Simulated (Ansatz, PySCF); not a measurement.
3-fluoropenta-1,4-diyne (C5H3F), SMILES C#CC(F)C#C.

The structure is a stationary point at B3LYP-D3(BJ)/def2-SVP.

Vertical ionisation energy (IE) and electron affinity (EA) in eV. Rows of orbital energies are one-electron estimates. Where ΔSCF, EOM or ADC give a negative EA the extra electron is unbound and the value depends on the basis.

```csv
level,IE,EA
"−ε(HOMO), −ε(LUMO), r2SCAN/def2-TZVP (PySCF)",___,___
"−ε(HOMO), −ε(LUMO), PBE/def2-TZVP (PySCF)",7.03,1.72
"ΔSCF, PBE0/def2-SVPD (Ansatz), final states of multiplicity 2 and 2",10.42,-1.00
"ΔSCF, PBE/def2-SVPD (Ansatz), final states of multiplicity 2 and 2",10.15,-0.80
```

Question: Complete the blanks. (The exact figures need the calculation; the answer reports its results.)

Answer: 
- −ε(HOMO), −ε(LUMO), r2SCAN/def2-TZVP (PySCF), IE: 7.26
- −ε(HOMO), −ε(LUMO), r2SCAN/def2-TZVP (PySCF), EA: 1.48

Question: What vertical singlet–triplet gap does ΔSCF give with PBE0/def2-SVPD (Ansatz, a program for electronic structure) and with PBE/def2-SVPD (Ansatz)? (Estimate from the structure and the level; the computed values follow.)

Answer: 5.13 and 4.97 eV (triplet above singlet where positive).
